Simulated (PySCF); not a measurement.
## Electron affinity of In by level of theory

In⁻ [Kr] 4d10 5s2 5p2 (3P) → In [Kr] 4d10 5s2 5p1 (2P), as a difference of total energies. Calculation: PySCF 2.14, in aug-cc-pVQZ-PP with ECP28MDF; scalar relativity through the core potential. Correlated levels: valence: 4s2 4p6 4d10 frozen. The calculations carry no spin-orbit coupling.

```tsv
method	electron affinity (eV)	difference from reference (eV)
UHF	0.075	-0.309
LDA	0.648	+0.264
PBE	0.548	+0.164
PBE0	0.497	+0.113
r2SCAN	0.569	+0.185
PW91	0.576	+0.192
LC-wPBE	0.416	+0.032
M06-2X	0.309	-0.075
MP2 (valence)	0.372	-0.012
SCS-MP2 (valence)	0.284	-0.100
```

Reference: 0.384 eV (measured; photodetachment measurements, as compiled on the Wikipedia data page of electron affinities).

The reference lies between the lowest fine-structure levels, while these numbers refer to the centres of the terms.

Errors of the correlated levels include the incompleteness of this basis and the frozen core.

In the anion the highest occupied orbital energy is positive at LDA, PBE, PBE0, r2SCAN, PW91, M06-2X, a self-interaction effect; the basis confines that electron, and the energy difference can still be sensible.
